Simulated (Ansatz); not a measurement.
Ti(OH)Cl3 (TiCl₃OH), relaxed as a singlet with RKS r2SCAN-D4/def2-SVP in Ansatz, starting from the GFN2-xTB geometry. Force threshold 0.02 eV/Å.

Start:

Cartesian coordinates in Å:
```
Ti 0.042 -0.242 0.113
O -0.227 1.247 -0.587
H -0.379 2.106 -0.985
Cl -1.591 -1.010 1.239
Cl 1.669 -0.298 1.481
Cl 0.486 -1.804 -1.261
```

Q: Estimate the energy that the relaxation releases and the steps that it takes.

A: 6.8 kcal/mol, in 7 steps; 18 s on 4 threads of Arm Neoverse V2 on a shared host. The force fell under the threshold at step 5, but the optimiser went on. No frequencies were taken in this run, so the end may be a saddle point.

Q: Does the start keep its bonding and symmetry?

A: By distances, no bond broke or formed. The bond that changes most is Ti1–O2, from 1.67 to 1.73 Å (atoms count from 1). Point group C3v at the start, C3v at the end, both within 0.05 Å.

Q: Predict the relaxed structure.

A: 
Cartesian coordinates in Å:
```
Ti 0.061 -0.337 0.157
O -0.221 1.206 -0.568
H -0.374 2.070 -0.968
Cl -1.722 -0.949 1.263
Cl 1.760 -0.191 1.523
Cl 0.496 -1.800 -1.407
```
Bond lengths: 3 × Cl–Ti 2.19 Å; 1 × O–Ti 1.73 Å; 1 × H–O 0.96 Å.
